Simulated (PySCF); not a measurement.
**Dipole response of C³⁺ (carbon, charge +3)**

[He] 2s1, 2S determinant. Calculation: PySCF 2.14, in aug-cc-pCVQZ-DK (9s8p6d4f2g, 109 functions); scalar relativity by spin-free X2C-1e. Coupled (time-dependent) response in atomic units; α is the mean over directions.

| method | mean α (bohr³) | C₆ (like pair) | S(−4) |
| --- | --- | --- | --- |
| UHF | 3.478 | 2.886 | 38.01 |
| PBE | 3.085 | 2.434 | 29.75 |
| PBE0 | 3.177 | 2.538 | 31.57 |
| BLYP | 3.031 | 2.360 | 29.06 |
| BP86 | 3.142 | 2.509 | 30.60 |

S(−4) is the Cauchy moment in α(ω) = α(0) + S(−4) ω² + …

α(iu) at PBE:

```json
{"u (hartree)": "0", "α(iu) (bohr³)": "3.085"}
{"u (hartree)": "0.0500", "α(iu) (bohr³)": "3.012"}
{"u (hartree)": "0.100", "α(iu) (bohr³)": "2.815"}
{"u (hartree)": "0.200", "α(iu) (bohr³)": "2.239"}
{"u (hartree)": "0.300", "α(iu) (bohr³)": "1.685"}
{"u (hartree)": "0.500", "α(iu) (bohr³)": "0.9779"}
{"u (hartree)": "0.750", "α(iu) (bohr³)": "0.5752"}
{"u (hartree)": "1.00", "α(iu) (bohr³)": "0.3875"}
{"u (hartree)": "1.50", "α(iu) (bohr³)": "0.2210"}
{"u (hartree)": "2.00", "α(iu) (bohr³)": "0.1476"}
{"u (hartree)": "3.00", "α(iu) (bohr³)": "0.08252"}
{"u (hartree)": "5.00", "α(iu) (bohr³)": "0.03945"}
```

A single London oscillator, α(iu) = α/(1 + u²/ω²), gives C₆ = (3/4) ω α². Matching the computed C₆ needs ω = 4 × 2.434 / (3 × 3.085²) = 0.341 hartree.

For an ion, C₆ is the dispersion term alone; charge-induced terms of lower order in 1/R come first.
